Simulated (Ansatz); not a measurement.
Ansatz (a quantum-chemistry and plane-wave program) job for CH3, SMILES [CH3], multiplicity 2, PBE-D3(BJ)/def2-TZVPD. 

Ansatz 0.2 input:
```yaml
crystal:
  periodic: [false, false, false]
  atoms:
    - {symbol: C, position_ang: [-0.00000000, -0.00000000, -0.00000000]}
    - {symbol: H, position_ang: [-1.06744426, 0.00000000, 0.00000000]}
    - {symbol: H, position_ang: [0.53372213, -0.92443385, 0.00000000]}
    - {symbol: H, position_ang: [0.53372213, 0.92443385, 0.00000000]}
basis:
  gaussian:
    orbitals: def2-TZVPD
hamiltonian:
  xc: pbe
  dispersion: d3bj
magnetization: {spin_polarized: true, initial_magnetization: 1}
relax: {f_tol: 0.002, max_steps: 200}
```

Output:

```
Functional definition: PBE
integrals: 0.01 GiB planned
327 factors; their error is unknown
mean field: 0.12 GiB planned
mean field evaluation 1: about -1078.2822 eV, gradient 3.0e1 eV
mean field evaluation 2: about -1074.6540 eV, gradient 3.7e1 eV
mean field evaluation 4: about -1082.6931 eV, gradient 9.4e-2 eV
mean field evaluation 8: about -1082.6747 eV, gradient 8.2e-3 eV
mean field -1082.67469158 eV, -39.7875610524 hartree, gradient 6.9e-6 eV, S^2 0.753626; 0 other end points of the search recorded, 0 dependent functions left out
the calculation of the forces begins
reference -1082.67472296 eV, -39.7875622054 hartree; 5, 4 occupied and 59, 60 virtual orbitals, 327 factors
relax step   1: F+E_penalty+E_count = -1082.69779783 eV  Δ(F+E_penalty+E_count) = +0.000e0 eV  max|allowed force component| = 7.204e-1 eV/Å  Δτ_max = 0.0000 Å  (25 SCF iters, accepted)
these checks for a lower state are left out or cut short: starts, cluster_reference, orbital_swaps, neighbouring_geometries, increment
integrals: 0.01 GiB planned
327 factors; their error is unknown
mean field: 0.12 GiB planned
mean field evaluation 16: about -1082.7093 eV, gradient 8.5e-1 eV
mean field -1082.69413947 eV, -39.7882757489 hartree, gradient 5.3e-6 eV, S^2 0.753754; 0 other end points of the search recorded, 0 dependent functions left out
the calculation of the forces begins
reference -1082.69417104 eV, -39.7882769094 hartree; 5, 4 occupied and 59, 60 virtual orbitals, 327 factors
relax step   2: F+E_penalty+E_count = -1082.71722951 eV  Δ(F+E_penalty+E_count) = -1.943e-2 eV  max|allowed force component| = 1.881e-1 eV/Å  Δτ_max = 0.0144 Å  (28 SCF iters, accepted)
these checks for a lower state are left out or cut short: starts, cluster_reference, orbital_swaps, neighbouring_geometries, increment
integrals: 0.01 GiB planned
327 factors; their error is unknown
mean field: 0.12 GiB planned
mean field -1082.69565062 eV, -39.7883312829 hartree, gradient 5.4e-6 eV, S^2 0.753802; 0 other end points of the search recorded, 0 dependent functions left out
the calculation of the forces begins
reference -1082.69568227 eV, -39.7883324460 hartree; 5, 4 occupied and 59, 60 virtual orbitals, 327 factors
relax step   3: F+E_penalty+E_count = -1082.71873485 eV  Δ(F+E_penalty+E_count) = -1.505e-3 eV  max|allowed force component| = 6.121e-3 eV/Å  Δτ_max = 0.0052 Å  (28 SCF iters, accepted)
these checks for a lower state are left out or cut short: starts, cluster_reference, orbital_swaps, neighbouring_geometries, increment
integrals: 0.01 GiB planned
327 factors; their error is unknown
mean field: 0.12 GiB planned
mean field evaluation 32: about -1082.7134 eV, gradient 2.3e-1 eV
mean field -1082.69565245 eV, -39.7883313500 hartree, gradient 5.4e-6 eV, S^2 0.753804; 0 other end points of the search recorded, 0 dependent functions left out
the calculation of the forces begins
reference -1082.69568410 eV, -39.7883325131 hartree; 5, 4 occupied and 59, 60 virtual orbitals, 327 factors
relax step   4: F+E_penalty+E_count = -1082.71873648 eV  Δ(F+E_penalty+E_count) = -1.628e-6 eV  max|allowed force component| = 4.376e-5 eV/Å  Δτ_max = 0.0002 Å  (29 SCF iters, accepted)
integrals: 0.01 GiB planned
327 factors; their error is unknown
mean field: 0.12 GiB planned
mean field -1082.69565245 eV, -39.7883313500 hartree, gradient 5.4e-6 eV, S^2 0.753804; 1 other end points of the search recorded, 0 dependent functions left out
the calculation of the forces begins
reference -1082.69568410 eV, -39.7883325131 hartree; 5, 4 occupied and 59, 60 virtual orbitals, 327 factors
Total energy: -1082.71876813 eV, -39.7891808357 hartree
Atom 0 at     0.000000    -0.000000    -0.000000 Å, force     0.000003     0.000000     0.000000 eV/Å
Atom 1 at    -1.087185     0.000000     0.000000 Å, force    -0.000044     0.000000    -0.000000 eV/Å
Atom 2 at     0.543593    -0.941530     0.000000 Å, force     0.000020    -0.000038    -0.000000 eV/Å
Atom 3 at     0.543593     0.941530     0.000000 Å, force     0.000020     0.000038     0.000000 eV/Å
Dipole moment:     0.000000     0.000000    -0.000000 e Å
```

The run converged.
